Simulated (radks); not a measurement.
Initial-state core-level shifts of neutral sulfur when its valence configuration changes from [Ne] 3s2 3p4. Method: non-relativistic Kohn-Sham, SCAN, spin-polarised, spherical densities, point nucleus; open shells are filled with parallel spins first; meta-GGA in the generalised Kohn-Sham scheme; computed with a radial shooting solver on a logarithmic mesh with Libxc functionals. Shifts are changes of the shell-averaged eigenvalues in eV (positive: less bound); the change of the density at the nucleus, which sets a Mossbauer isomer shift, is in e/bohr^3, on a base of 2670.

| valence | 1s | 2s | 2p | density at nucleus |
|---|---|---|---|---|
| 3s1.5 3p4.5 | -0.858 | -0.822 | -0.821 | -4.1357 |
| 3s1 3p5 | -1.760 | -1.689 | -1.684 | -8.1638 |
| 3p6 | -3.417 | -3.253 | -3.245 | -17.1559 |
| 3s0.5 3p5.5 | -2.625 | -2.500 | -2.493 | -12.6923 |
